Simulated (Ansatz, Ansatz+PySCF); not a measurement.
```xyz
26

C     0.8867    0.8867    0.8867
C     0.8867   -0.8867   -0.8867
C    -0.8867    0.8867   -0.8867
C    -0.8867   -0.8867    0.8867
C     1.7695    0.0000    0.0000
C    -1.7695    0.0000    0.0000
C     0.0000    1.7695    0.0000
C     0.0000   -1.7695    0.0000
C     0.0000    0.0000    1.7695
C     0.0000    0.0000   -1.7695
H     1.5237    1.5237    1.5237
H     1.5237   -1.5237   -1.5237
H    -1.5237    1.5237   -1.5237
H    -1.5237   -1.5237    1.5237
H     2.4281   -0.6264    0.6264
H     2.4281    0.6264   -0.6264
H    -2.4281   -0.6264   -0.6264
H    -2.4281    0.6264    0.6264
H     0.6264    2.4281   -0.6264
H    -0.6264    2.4281    0.6264
H     0.6264   -2.4281    0.6264
H    -0.6264   -2.4281   -0.6264
H    -0.6264    0.6264    2.4281
H     0.6264   -0.6264    2.4281
H    -0.6264   -0.6264   -2.4281
H     0.6264    0.6264   -2.4281
```

Basis set: def2-SVP (spherical functions). Frozen core: 10 orbitals. Charge 0, multiplicity 1.

Computed with Ansatz (development build ahead of 0.2.0); each method stands on the lowest determinant of its kind that the runs found. Restricted open shells among the atoms or ions are ROHF, correlated in semicanonical orbitals with singles. Restricted functionals stand beside restricted open-shell atoms, which can lie above the unrestricted atoms usual in DFT and then raise those values.

The atomization energy at this shape (free ground-state atoms in the same class of orbitals less the molecule, no zero-point energy) of singlet C10H16:

| method | atomization energy |
| --- | --- |
| UHF-MP2 | 114.54 eV |
| ωB97X (restricted) | 118.90 eV |
| PBE0 (restricted) | 119.66 eV |
| RHF | 91.05 eV |
| UHF | 89.94 eV |

(1) What does RHF-MP2 give?

Results:

(1) 114.62 eV.
